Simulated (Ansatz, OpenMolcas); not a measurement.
# Worked example: the enthalpy of formation of CSeO (SMILES O=C=[Se])

CSeO has 3 atoms, charge 0, and is taken as a singlet. As SMILES, `O=C=[Se]`. The shape is that of a PBE0-D4/def2-TZVP optimisation.

```xyz
3

O    -0.8200    0.9949   -0.3465
C    -0.1141    0.1385   -0.0482
Se    0.9341   -1.1334    0.3947
```

Total energies at HF/3-21G (OpenMolcas 26.06); the atoms run unrestricted:

```tsv
species	state	energy (Eh)
CSeO	singlet	-2500.583069
O	triplet	-74.393657
C	triplet	-37.481070
Se	triplet	-2388.472052
```

Harmonic wavenumbers at PBE0-D4/def2-TZVP, in cm⁻¹: 483, 483, 677, 2122.

Measured heats of formation of the gaseous atoms at 298.15 K, in kJ/mol: O 249.2, C 716.9, Se 227.1. Spin-orbit lowering of the atoms at 298 K (mean of the ground term's levels less their thermal mean, from spectra), in kJ/mol: O 0.40, C 0.02, Se 11.30. Take 1 Eh = 2625.50 kJ/mol, 1 cm⁻¹ = 0.0119627 kJ/mol, RT = 2.479 kJ/mol.

Q: Work out the heat of formation of the gas at 298 K.

A: 
1. Electronic atomisation energy: (-74.393657) + (-37.481070) + (-2388.472052) − (-2500.583069) = 0.236290 Eh = 620.4 kJ/mol.
2. Zero-point energy: half the sum of the wavenumbers, 1882.5 cm⁻¹ = 22.5 kJ/mol.
3. Thermal vibrational enthalpy, Σ hcν̃/(exp(hcν̃/kT) − 1): 1.6 kJ/mol. Translation, rotation and pV of a linear molecule: 3.5 RT = 8.7 kJ/mol.
4. The 3 free atoms carry 5/2 RT each: 18.6 kJ/mol.
5. Spin-orbit coupling lowers the free atoms by 0.40 + 0.02 + 11.30 = 11.7 kJ/mol.
6. Atomisation enthalpy at 298 K: 620.4 − 11.7 − 22.5 − 1.6 − 8.7 + 18.6 = 594.5 kJ/mol.
7. Sum of the atoms' heats of formation: 1193.2 kJ/mol. Heat of formation: 1193.2 − 594.5 = +598.7 kJ/mol.

No measured value is set beside it here. Hartree–Fock leaves out correlation, which is larger in the molecule than in the atoms, so it underbinds and puts the heat of formation too high. Relativity is left out. Anharmonicity and any spin-orbit splitting of the molecule are left out.
